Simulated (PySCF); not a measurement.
A structure optimised at PBE-D3(BJ)/def2-SVP, used in a PySCF frequency run:

```xyz
8

Ga    -0.3230     0.0051     0.0000
O     -1.2208    -0.0034    -1.5712
H     -2.1899    -0.0054    -1.4654
O     -1.2208    -0.0034     1.5712
H     -2.1899    -0.0054     1.4654
P      1.9859    -0.1216     0.0000
H      2.0679     0.8666     1.0463
H      2.0679     0.8666    -1.0463
```
Charge 0, spin multiplicity 1.

**Question.** Write its SMILES, formula and point group.

**Answer.** [OH][Ga]([OH])[PH2], GaH4O2P, Cs

**Question.** What are its rotational constants (standard atomic weights)?

**Answer.** 5.7823, 2.5607, 1.7985 GHz
